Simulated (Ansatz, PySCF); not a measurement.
Ways to break one bond of FC(Cl)(Cl)Cl [trichloro(fluoro)methane]:

A. FC(Cl)(Cl)Cl → F[C](Cl)Cl + Cl atom
B. FC(Cl)(Cl)Cl -> F atom + Cl[C](Cl)Cl

Quantity: bond dissociation energy (enthalpy at 298 K, with B3LYP-D3(BJ) rigid-rotor harmonic-oscillator terms), kcal/mol. Geometries: B3LYP-D3(BJ)/def2-TZVP minima from Ansatz (a program for electronic structure). Frequencies are from Ansatz or PySCF. Cores are frozen in the correlated levels unless marked. UHF or UKS for open shells. No spin-orbit coupling. Non-relativistic. CBS marks a two-point X^-3 extrapolation of the correlation energy; Hartree-Fock from the larger set. [CCSD(T)-MP2]/basis is that difference in the basis named.

Question: Rank them by bond dissociation energy at RI-MP2/CBS(cc-pV(T+d)Z,cc-pV(Q+d)Z)+[CCSD(T)-MP2]/cc-pV(T+d)Z (Ansatz), lowest first.

Answer: A (76.7 kcal/mol), B (106.2 kcal/mol)
